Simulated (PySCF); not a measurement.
## Ionisation energy of Ga by level of theory

Ga [Ar] 3d10 4s2 4p1 [4p1/2^1, M_J = 1/2] → Ga⁺ [Ar] 3d10 4s2, as a difference of total energies. All numbers are calculated (PySCF 2.14, the two-component X2C-1e Hamiltonian, in x2c-TZVPall-2c (6s7p4d1f, 54 functions)). Correlated levels: [Ne] frozen. "Screened" scales the spin-orbit matrix elements by Boettger's factors to mimic the two-electron term; Breit and QED terms are absent.

```
                    method  ionisation energy (eV)  error (eV)
           GHF (spin-free)                   5.542      -0.457
          GMP2 (spin-free)                   5.813      -0.186
 GHF (screened spin-orbit)                   5.606      -0.393
GMP2 (screened spin-orbit)                   5.880      -0.119
```

Reference: 5.999 eV (measured; NIST Atomic Spectra Database, ionization energies).

The spin-free rows lack the spin-orbit shift.

Errors of the correlated levels include the incompleteness of this basis and the frozen core.
